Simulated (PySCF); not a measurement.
C3H14OSi3, SMILES C[Si](C)(C)[SiH2]O[SiH3], GFN2-xTB optimised geometry.

```
21

C      2.79    -0.68     0.00
Si     0.88    -0.68     0.00
C      0.31    -1.45    -1.66
C      0.30     1.15     0.00
Si     0.05    -1.85     1.83
O     -1.57    -1.67     1.85
Si    -3.03    -1.09     1.50
H      3.19    -1.69    -0.05
H      3.19    -0.13    -0.85
H      3.19    -0.22     0.90
H      0.66    -2.47    -1.76
H      0.67    -0.89    -2.52
H     -0.78    -1.47    -1.72
H      0.65     1.69    -0.87
H     -0.79     1.20     0.01
H      0.66     1.68     0.88
H      0.47    -1.37     3.15
H      0.22    -3.31     1.81
H     -3.97    -1.96     2.19
H     -3.19    -1.13     0.04
H     -3.09     0.29     1.98
```

Density from PBE/def2-SVP in PySCF 2.14.0 at that geometry.

Minimum of the electron density along straight lines between bonded atoms, close to the bond critical point (lines longer than 1.1 times the sum of covalent radii, or with two minima, are not listed):

| bond | length / Å | ρ at the minimum / e bohr⁻³ | ∇²ρ there / e bohr⁻⁵ | position (fraction from the first atom) |
|---|---|---|---|---|
| C1–Si2 | 1.913 | 0.107 | 0.29 | 0.62 |
| Si2–C3 | 1.917 | 0.107 | 0.28 | 0.38 |
| Si2–C4 | 1.917 | 0.106 | 0.28 | 0.38 |
| Si5–O6 | 1.632 | 0.122 | 1.03 | 0.42 |
| O6–Si7 | 1.612 | 0.129 | 1.11 | 0.58 |
| C1–H8 | 1.086 | 0.270 | -0.95 | 0.63 |
| C1–H9 | 1.086 | 0.269 | -0.95 | 0.63 |
| C1–H10 | 1.086 | 0.270 | -0.95 | 0.63 |
| C3–H11 | 1.087 | 0.270 | -0.95 | 0.63 |
| C3–H12 | 1.087 | 0.269 | -0.95 | 0.63 |
| C3–H13 | 1.087 | 0.270 | -0.95 | 0.63 |
| C4–H14 | 1.087 | 0.269 | -0.95 | 0.63 |
| C4–H15 | 1.087 | 0.269 | -0.95 | 0.63 |
| C4–H16 | 1.087 | 0.270 | -0.95 | 0.63 |
| Si5–H17 | 1.470 | 0.116 | 0.31 | 0.49 |
| Si5–H18 | 1.469 | 0.116 | 0.31 | 0.49 |
| Si7–H19 | 1.460 | 0.119 | 0.32 | 0.49 |
| Si7–H20 | 1.465 | 0.118 | 0.32 | 0.49 |
| Si7–H21 | 1.463 | 0.118 | 0.31 | 0.49 |
